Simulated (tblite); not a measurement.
Species: C8H7GeO (charge -1).
Atom-mapped SMILES: `[CH:1]#[C:2][GeH2:3][c:4]1[cH:5][cH:6][cH:7][cH:8][c:9]1[O-:10]` (hydrogens: H11 on C1; H12, H13 on Ge3; H14 on C5; H15 on C6; H16 on C7; H17 on C8)
Bond orders are those of one Lewis drawing.

Computed with GFN2-xTB (tblite), gas phase: L-BFGS steps from a force-field or distance-geometry start until the largest atomic force falls under 0.01 eV/Å.

Step 40: E = -729.6186 eV
```
atom  x, y, z in Å  |  force x, y, z in eV/Å
C1      3.8921    0.7091   -0.1930   -0.005   0.001   0.005
C2      3.0546   -0.1387   -0.0278   -0.002   0.043  -0.005
Ge3     1.5306   -1.3256    0.1557   -0.006  -0.009   0.110
C4     -0.0456   -0.2122    0.3220    0.019  -0.015  -0.012
C5     -0.2313    1.1449    0.4009   -0.010  -0.017   0.001
C6     -1.5236    1.6459    0.5002    0.018   0.036   0.004
C7     -2.6007    0.7669    0.5085    0.021   0.033   0.002
C8     -2.4275   -0.5968    0.4314    0.007   0.009   0.004
C9     -1.1243   -1.1368    0.3457    0.018  -0.005  -0.002
O10    -0.8173   -2.3711    0.2847    0.014  -0.045   0.000
H11     4.6383    1.4416   -0.3317    0.051  -0.004   0.009
H12     1.9233   -2.1784    1.3493   -0.015   0.023  -0.072
H13     1.6747   -2.1760   -1.0780    0.010  -0.049  -0.046
H14     0.6246    1.8158    0.3873   -0.040  -0.021  -0.009
H15    -1.6891    2.7145    0.5690   -0.034   0.034  -0.003
H16    -3.6062    1.1742    0.5788   -0.013  -0.008   0.000
H17    -3.2797   -1.2653    0.4365   -0.034  -0.005   0.013
```

Step 41: E = -729.6195 eV
```
atom  x, y, z in Å  |  force x, y, z in eV/Å
C1      3.9040    0.7016   -0.1872    0.001   0.007   0.009
C2      3.0588   -0.1394   -0.0261   -0.003   0.052  -0.002
Ge3     1.5294   -1.3202    0.1540    0.010  -0.007   0.077
C4     -0.0461   -0.2078    0.3223   -0.003  -0.028  -0.012
C5     -0.2351    1.1492    0.3950   -0.016  -0.033   0.013
C6     -1.5291    1.6459    0.4947    0.009   0.039   0.008
C7     -2.6051    0.7650    0.5117    0.023   0.024  -0.007
C8     -2.4288   -0.5987    0.4383    0.012   0.010   0.006
C9     -1.1238   -1.1337    0.3487    0.006  -0.030  -0.006
O10    -0.8171   -2.3682    0.2862    0.036  -0.034   0.005
H11     4.6571    1.4287   -0.3199    0.040  -0.014   0.006
H12     1.9243   -2.1809    1.3387   -0.015   0.013  -0.050
H13     1.6711   -2.1612   -1.0864    0.007  -0.056  -0.048
H14     0.6198    1.8214    0.3790   -0.050  -0.016  -0.013
H15    -1.6961    2.7142    0.5580   -0.044   0.048   0.001
H16    -3.6123    1.1686    0.5839    0.004   0.002   0.000
H17    -3.2779   -1.2725    0.4487   -0.015   0.023   0.013
```

**Question.** Estimate the geometry and energy of step 42. (The exact step hangs on the optimiser's Hessian estimate; all steps are aligned on step 41, rigid shifts and turns removed.)

**Answer.** E = -729.6203 eV, largest force 0.064 eV/Å
```
atom  x, y, z in Å  |  force x, y, z in eV/Å
C1      3.9148    0.6954   -0.1818    0.011   0.016   0.012
C2      3.0624   -0.1390   -0.0246   -0.010   0.051   0.003
Ge3     1.5288   -1.3156    0.1536    0.021  -0.003   0.003
C4     -0.0466   -0.2045    0.3223   -0.027  -0.032  -0.009
C5     -0.2389    1.1523    0.3900   -0.022  -0.036   0.021
C6     -1.5339    1.6465    0.4901   -0.007   0.033   0.010
C7     -2.6087    0.7636    0.5143    0.018   0.008  -0.012
C8     -2.4299   -0.6001    0.4444    0.016   0.010   0.006
C9     -1.1233   -1.1317    0.3512   -0.007  -0.050  -0.007
O10    -0.8164   -2.3663    0.2876    0.048  -0.018   0.011
H11     4.6745    1.4171   -0.3094    0.029  -0.022   0.004
H12     1.9249   -2.1828    1.3285   -0.009  -0.007  -0.013
H13     1.6679   -2.1489   -1.0946    0.004  -0.047  -0.027
H14     0.6146    1.8259    0.3715   -0.048  -0.009  -0.015
H15    -1.7031    2.7148    0.5483   -0.043   0.047   0.003
H16    -3.6175    1.1638    0.5885    0.021   0.009   0.000
H17    -3.2766   -1.2783    0.4597    0.005   0.052   0.012
```

The energy changes by -0.0008 eV. The first-order estimate −F·Δx gives -0.0011 eV and the mean of the old and new forces, exact on a quadratic surface, -0.0008 eV. The step makes an angle of 82° with the force vector and moves no atom by more than 0.023 Å.

What follows is the cost of the whole relaxation. Time: 0.6 s. Hardware: an Arm Neoverse V1 with one thread, no GPU, shared host with 32 logical CPUs at a one-minute load of 15.
